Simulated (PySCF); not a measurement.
Isomers of C5H12O3Si2.

All values: PBE0/pcSseg-1 (PySCF) at GFN2-xTB geometries, gas phase, one conformer each.

Question: Rank by dipole moment, lowest first.
A. `[CH3:1][CH:2]([CH3:3])[O:4][Si:5]([OH:6])([OH:7])[C:8]#[C:9][SiH3:10]` with C1–C2–O4–Si5 69°, C2–O4–Si5–O6 165°, O4–Si5–O6–H 42°, O4–Si5–O7–H 160°
B. `[CH3:1][C:2]([CH3:3])([CH:4]=[O:5])[SiH2:6][SiH2:7][C:8](=[O:9])[OH:10]` with C1–C2–C4–O5 179°, C1–C2–Si6–Si7 -165°, C2–Si6–Si7–C8 83°, Si6–Si7–C8–O9 18°, Si7–C8–O10–H 178°
C. `[CH3:1][Si:2]([CH3:3])([CH3:4])[O:5][Si@@:6]1([OH:7])[CH:8]=[CH:9][O:10]1` with Si2–O5–Si6–O7 57°, O5–Si6–O7–H -163°
D. `[O:1]=[CH:2][O:3][C@H:4]1[CH2:5][C@@H:6]([SiH2:7][O:8][SiH3:9])[CH2:10]1` with O1–C2–O3–C4 0°, C2–O3–C4–C5 138°, C5–C6–Si7–O8 53°, O3–C4–C5–C6 128°, C4–C5–C6–Si7 -131°, C5–C6–C10–C4 11°, O3–C4–C10–C6 -127°

Answer: C (0.56 D), A (0.87 D), D (1.48 D), B (2.46 D).

Question: Rank by LUMO energy, highest first.
A. `[CH3:1][C:2]([CH3:3])([CH:4]=[O:5])[SiH2:6][SiH2:7][C:8](=[O:9])[OH:10]` with C1–C2–C4–O5 179°, C1–C2–Si6–Si7 -165°, C2–Si6–Si7–C8 83°, Si6–Si7–C8–O9 18°, Si7–C8–O10–H 178°
B. `[O:1]=[CH:2][O:3][C@H:4]1[CH2:5][C@@H:6]([SiH2:7][O:8][SiH3:9])[CH2:10]1` with O1–C2–O3–C4 0°, C2–O3–C4–C5 138°, C5–C6–Si7–O8 53°, O3–C4–C5–C6 128°, C4–C5–C6–Si7 -131°, C5–C6–C10–C4 11°, O3–C4–C10–C6 -127°
C. `[CH3:1][CH:2]([CH3:3])[O:4][Si:5]([OH:6])([OH:7])[C:8]#[C:9][SiH3:10]` with C1–C2–O4–Si5 69°, C2–O4–Si5–O6 165°, O4–Si5–O6–H 42°, O4–Si5–O7–H 160°

Answer: B (0.15 eV), C (-0.35 eV), A (-1.45 eV).

Question: Rank by the highest IAO charge on any atom, lowest value first.
A. `[O:1]=[CH:2][O:3][C@H:4]1[CH2:5][C@@H:6]([SiH2:7][O:8][SiH3:9])[CH2:10]1` with O1–C2–O3–C4 0°, C2–O3–C4–C5 138°, C5–C6–Si7–O8 53°, O3–C4–C5–C6 128°, C4–C5–C6–Si7 -131°, C5–C6–C10–C4 11°, O3–C4–C10–C6 -127°
B. `[CH3:1][Si:2]([CH3:3])([CH3:4])[O:5][Si@@:6]1([OH:7])[CH:8]=[CH:9][O:10]1` with Si2–O5–Si6–O7 57°, O5–Si6–O7–H -163°
C. `[CH3:1][C:2]([CH3:3])([CH:4]=[O:5])[SiH2:6][SiH2:7][C:8](=[O:9])[OH:10]` with C1–C2–C4–O5 179°, C1–C2–Si6–Si7 -165°, C2–Si6–Si7–C8 83°, Si6–Si7–C8–O9 18°, Si7–C8–O10–H 178°

Answer: C (+0.448 e), A (+1.015 e), B (+1.589 e).

All values together:

```tsv
SMILES	μ (D)	HOMO (eV)	LUMO (eV)	lowest IAO charge (e)	highest IAO charge (e)	lowest Hirshfeld charge (e)	highest Hirshfeld charge (e)
O=CO[C@H]1C[C@@H]([SiH2]O[SiH3])C1	1.48	-7.96	0.15	-0.890 (O)	+1.015 (Si)	-0.300 (O)	+0.404 (Si)
CC(C)O[Si](O)(O)C#C[SiH3]	0.87	-7.95	-0.35	-0.794 (O)	+1.603 (Si)	-0.312 (O)	+0.530 (Si)
CC(C)(C=O)[SiH2][SiH2]C(=O)O	2.46	-7.46	-1.45	-0.471 (O)	+0.448 (Si)	-0.277 (O)	+0.251 (Si)
C[Si](C)(C)O[Si@@]1(O)C=CO1	0.56	-6.60	0.12	-0.852 (O)	+1.589 (Si)	-0.295 (O)	+0.533 (Si)
```

Conformers: `[O:1]=[CH:2][O:3][C@H:4]1[CH2:5][C@@H:6]([SiH2:7][O:8][SiH3:9])[CH2:10]1` with O1–C2–O3–C4 0°, C2–O3–C4–C5 138°, C5–C6–Si7–O8 53°, O3–C4–C5–C6 128°, C4–C5–C6–Si7 -131°, C5–C6–C10–C4 11°, O3–C4–C10–C6 -127°; `[CH3:1][CH:2]([CH3:3])[O:4][Si:5]([OH:6])([OH:7])[C:8]#[C:9][SiH3:10]` with C1–C2–O4–Si5 69°, C2–O4–Si5–O6 165°, O4–Si5–O6–H 42°, O4–Si5–O7–H 160°; `[CH3:1][C:2]([CH3:3])([CH:4]=[O:5])[SiH2:6][SiH2:7][C:8](=[O:9])[OH:10]` with C1–C2–C4–O5 179°, C1–C2–Si6–Si7 -165°, C2–Si6–Si7–C8 83°, Si6–Si7–C8–O9 18°, Si7–C8–O10–H 178°; `[CH3:1][Si:2]([CH3:3])([CH3:4])[O:5][Si@@:6]1([OH:7])[CH:8]=[CH:9][O:10]1` with Si2–O5–Si6–O7 57°, O5–Si6–O7–H -163°.
